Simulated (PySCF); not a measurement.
V⁺: ionisation energy

V⁺ [Ar] 3d4 (5D) → V²⁺ [Ar] 3d3 (4F), as a difference of total energies. Computed with PySCF 2.14 in aug-cc-pVQZ-DK, with scalar relativity by spin-free X2C-1e. Correlated levels: valence: [Ar] frozen. The calculations carry no spin-orbit coupling.

Problem. Order these methods by the ionisation energy they give, lowest first.
A. SCS-MP2 (valence)
B. LDA
C. UHF
D. MP2 (valence)

Solution. C (13.161 eV), A (13.424 eV), D (13.952 eV), B (15.734 eV).

A first-order spin-orbit estimate (lowest level to lowest level, LS coupling) adds -0.019 eV.

For comparison: 14.634 ± 0.007 eV (measured; NIST Atomic Spectra Database, ionization energies).
